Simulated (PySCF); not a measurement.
Species: C3H5BF2O.
Z-matrix (Å and degrees, PBE0-D3(BJ)/def2-SVP geometry), rows numbered from 1:
```
C 
C   1  1.3472
O   2  1.3488  1  126.32
C   3  1.3982  2  117.95  1     1.12
B   2  1.5613  1  120.50  3   179.70
F   5  1.3150  2  122.04  1  -178.12
F   5  1.3194  2  120.46  1     1.73
H   1  1.0918  2  124.09  3    -0.05
H   1  1.0906  2  118.53  3  -180.00
H   4  1.0972  3  107.00  2   179.12
H   4  1.1051  3  111.47  2    59.84
H   4  1.1052  3  111.55  2   -61.56
```

The closed-shell ground state was solved at several levels (PySCF, density fitting, gas phase, non-relativistic).

```json
{"level": "B97-2/pcJ-1", "basis functions": "239", "HOMO (eV)": "-6.94", "LUMO (eV)": "-1.11", "gap (eV)": "5.83", "dipole (D)": "2.83"}
{"level": "LC-wPBE/pcSseg-1", "basis functions": "144", "HOMO (eV)": "-9.81", "LUMO (eV)": "1.24", "gap (eV)": "11.05", "dipole (D)": "2.76"}
{"level": "BLYP/pcSseg-1", "basis functions": "144", "HOMO (eV)": "-5.80", "LUMO (eV)": "-1.83", "gap (eV)": "3.97", "dipole (D)": "2.64"}
{"level": "KT2/pcJ-1", "basis functions": "239", "HOMO (eV)": "-6.03", "LUMO (eV)": "-1.97", "gap (eV)": "4.06", "dipole (D)": "2.69"}
{"level": "B3LYP/def2-TZVP", "basis functions": "247", "HOMO (eV)": "-6.99", "LUMO (eV)": "-1.33", "gap (eV)": "5.66", "dipole (D)": "2.71"}
```

Question: What might B97-2/pcSseg-1 (144 basis functions) give for the same quantities?

Answer: HOMO -6.94 eV, LUMO -1.11 eV, gap 5.83 eV, dipole 2.81 D.

Question: Over all these levels, which gives the widest orbital gap and which the narrowest?

Answer: LC-wPBE/pcSseg-1 (range-separated hybrid) has the widest, 11.05 eV, and BLYP/pcSseg-1 (GGA) the narrowest, 3.97 eV. The two share the basis. From the narrowest to the widest the HOMO moves by -4.01 eV and the LUMO by +3.07 eV.

Question: How far do the dipole and the HOMO energy spread over the levels?

Answer: The dipole runs from 2.64 to 2.83 D (mean 2.74 D) and the HOMO from -9.81 to -5.80 eV.

One conformer stands for the species.
